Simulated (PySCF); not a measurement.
**Working out the excitation energy of Br**

Br [Ar] 3d10 4s2 4p5 (2P) → Br [Ar] 3d10 4s2 4p4 4d1 (high-spin determinant). Calculation: PySCF 2.14, in aug-cc-pVTZ-PP with ECP10MDF; a scalar-relativistic core potential. Frozen: 3s2 3p6 3d10. Energies in hartree (1 hartree = 27.21139 eV):

```json
{"part": "UHF", "Br (lower)": "-415.491803", "Br (upper)": "-415.120402"}
{"part": "MP2 opposite-spin", "Br (lower)": "-0.106006", "Br (upper)": "-0.084081"}
{"part": "MP2 same-spin", "Br (lower)": "-0.031085", "Br (upper)": "-0.029925"}
```

**Question.** What does Hartree-Fock give?

**Answer.** (-415.120402) − (-415.491803) = 0.371401 hartree = 10.106 eV.

**Question.** What do MP2 and SCS-MP2 (6/5 opposite-spin, 1/3 same-spin) give?

**Answer.** The opposite-spin parts differ by 0.597 eV and the same-spin parts by 0.032 eV. MP2: 10.106 + (0.597) + (0.032) = 10.735 eV. SCS-MP2: 10.106 + 1.2 × (0.597) + (0.032)/3 = 10.833 eV.

One determinant mixes LS terms, so it does not stand for a single term.
